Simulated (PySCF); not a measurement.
SbF3, SMILES [F][Sb]([F])[F].

Coordinates come from a B3LYP-D3(BJ)/def2-SVP optimisation. The isomer is the one that the SMILES or the coordinates give; other isomers of the formula were not compared. The def2 effective core potentials stand for the cores of Sb; spin–orbit coupling is left out.

Method: HF/def2-TZVPD (PySCF).

Gas-phase values at a fixed geometry.

Estimate the frontier levels, gap, dipole moment and polarisability. (The exact figures need the calculation; the answer reports its results.)


```
Quantity                                                                                                       Result
---------------------------------------------------------------------------------------------  ----------------------
highest occupied level                                                                                      -13.05 eV
lowest empty level                                                                                            0.81 eV
orbital gap                                                                                                  13.86 eV
dipole moment                                                                                               0.900 e·Å
quadrupole, principal values (traceless, Buckingham form, about the centre of nuclear charge)  -1.81, -1.81, 3.61 D·Å
mean static polarisability                                                                       34.2 bohr³ (5.06 Å³)
polarisability, principal values                                                               31.3, 35.6, 35.6 bohr³
```
